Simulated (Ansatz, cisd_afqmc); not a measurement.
Species: GeF, charge 0, doublet. GeF (SMILES [F][Ge], doublet).
B3LYP-D3(BJ)/def2-TZVP minimum from Ansatz (a program for electronic structure):
```xyz
2

Ge     0.0000     0.0000    -0.3885
F      0.0000     0.0000     1.3814
```
Charge 0, spin multiplicity 2.

Total energies in cc-pVDZ, 11 correlated electrons, 15 frozen orbitals. UHF or UKS for unpaired electrons; spin-orbit terms are left out. Correlated methods leave the cores frozen (noble-gas shells, and filled d and f shells in the p block). No relativity. AFQMC/CISD: phaseless, guided by CISD from CCSD amplitudes; bars are statistical, one sigma. Outlying blocks are dropped, and bars are widened where a walk drifts. Over all cases where full CI ran beside it in this data, AFQMC minus full CI had a median of +0.1 mEh and passed +0.4 mEh in a tenth of the cases.

```tsv
method	program	energy (Eh)	minus CCSDTQ (mEh)
HF	Ansatz	-2174.77857	265.62
MP2	Ansatz	-2175.02436	19.83
CCSD	Ansatz	-2175.03773	6.46
CCSD(T)	Ansatz	-2175.04308	1.11
CCSDT(Q)	Ansatz	-2175.04430	-0.11
CCSDTQ	Ansatz	-2175.04419	0.00
AFQMC/CISD	cisd_afqmc	-2175.0446 ± 0.0003	-0.4 ± 0.3
```

Rough core times of Ansatz's runs on a shared machine: CCSD(T) under 20 s, CCSDT(Q) 20 s, CCSDTQ 10 min.
